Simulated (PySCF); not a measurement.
Task: Write Cartesian coordinates for `CCC(C)(B)C` as optimised with PBE0-D3(BJ)/def2-SVP.

Result: 
```xyz
19
C5H13B angstrom
B     -0.6348    1.5918    0.2746
C     -0.4065    0.0445    0.2597
C     -1.2681   -0.7012    1.2801
C     -0.9544   -0.2470   -1.1615
C      1.0535   -0.4279    0.3888
C      2.0467    0.0965   -0.6359
H      0.2160    2.3725   -0.0894
H     -1.7286    2.0309    0.5586
H     -0.9127   -0.5246    2.3081
H     -2.3206   -0.3823    1.2333
H     -1.2350   -1.7909    1.1054
H     -2.0342   -0.0433   -1.2322
H     -0.4475    0.3293   -1.9518
H     -0.8039   -1.3169   -1.3919
H      1.4081   -0.1705    1.4024
H      1.0544   -1.5341    0.3522
H      3.0610   -0.2682   -0.4135
H      1.8012   -0.2361   -1.6563
H      2.0857    1.1961   -0.6457
```

Any rigid rotation of these coordinates is as good. Atoms count from 1 in this order. The C–C distances run from 1.520 Å (C5–C6, drawn single) to 1.551 Å (C2–C4, drawn single), a spread of 0.031 Å. Of the pairs four or more bonds apart, H7···H19 is among the closest relative to their van der Waals radii: 2.28 Å, 95 % of the sum of Bondi's values. B1 (three-coordinate boron) is planar (angles 122.2°, 119.5° and 118.1°, sum 359.7°, 0.04 Å off the plane of its three neighbours).

Bonds between heavy atoms (Å): B1–C2 1.564, C2–C3 1.530, C2–C4 1.551, C2–C5 1.540, C5–C6 1.520.

Computed with PBE0-D3(BJ)/def2-SVP geometry optimisation, gas phase (PySCF 2.14.0).

Point group: C1 (no symmetry element, even within 0.4 Å). Stationary, but not proved a minimum. One conformer, not necessarily the lowest (H–B1–C2–C3 154° and -32°, B1–C2–C5–C6 -56°).
